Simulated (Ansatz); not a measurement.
Consider the cleavage of the B–Sn bond: `O[BH][SnH2][F]` + `[SiH3]S` → `OBS[SiH3]` + `[F][SnH3]`.

Calculated with Ansatz (gas phase, PBE0-D4/def2-TZVP geometries, no zero-point term in ΔE). CCSD(T)/CBS adds triple-zeta CCSD(T) − MP2 to the extrapolated MP2 energy (def2 sets, frozen cores). DFT in def2-TZVPP. Elements past krypton have def2 core potentials. For Sn outer-core shells are correlated without core-valence functions, which leaves a few kJ/mol of doubt a bond. Each species was taken in one conformer, which may not be the lowest.

`O[BH][SnH2][F]`:

Z-matrix (Å, degrees):
```
Sn
B 1 2.268
F 1 1.976 2 88.0
H 1 1.707 2 122.7 3 104.9
H 1 1.707 2 122.7 3 -104.9
O 2 1.334 1 110.0 3 0.0
H 2 1.194 1 129.8 3 -180.0
H 6 0.975 2 112.4 1 0.0
```

`[SiH3]S`:

```xyz
6

Si   -0.517   -0.061    0.086
S     1.573   -0.419    0.348
H    -0.875    1.346    0.401
H    -1.183   -0.978    1.041
H    -0.955   -0.366   -1.300
H     1.957    0.478   -0.576
```

`OBS[SiH3]`:

```xyz
9

O    -0.616    0.011    1.841
B     0.288   -0.895    1.425
S     0.954   -1.098   -0.263
Si    0.071    0.486   -1.394
H    -0.953    0.592    1.149
H     0.716   -1.673    2.222
H     1.030    1.599   -1.592
H    -1.126    1.027   -0.683
H    -0.363   -0.048   -2.706
```

`[F][SnH3]`:

```xyz
5

F    -1.209    1.305    0.278
Sn    0.084   -0.091   -0.019
H     0.777    0.276   -1.529
H    -0.822   -1.530   -0.013
H     1.170    0.041    1.283
```

```csv
level,ΔE (kcal/mol),difference from CCSD(T)/CBS
LDA (SPW92),-14.3,-0.2
BLYP-D4,-14.0,0.1
ωB97M-V,-14.7,-0.6
PBE-QIDH,-16.0,-1.9
revPBE,-13.9,0.2
r2SCAN,-15.3,-1.2
HF/def2-SVP,-16.0,-1.9
CCSD/def2-SVP,-15.0,-0.9
CCSD(T)/def2-SVP,-15.2,-1.1
MP2/def2-QZVPP,-15.2,-1.1
CCSD(T)/CBS,-14.1,0
```

Largest T1 diagnostic among the species: 0.015.

From PBE to PBE0 (25 % exact exchange), in def2-TZVPP and without D4, ΔE moves by −1.0 kcal/mol. At CCSD(T), def2-SVP lies −1.1 kcal/mol from the extrapolated value and def2-TZVPP −0.8 kcal/mol.
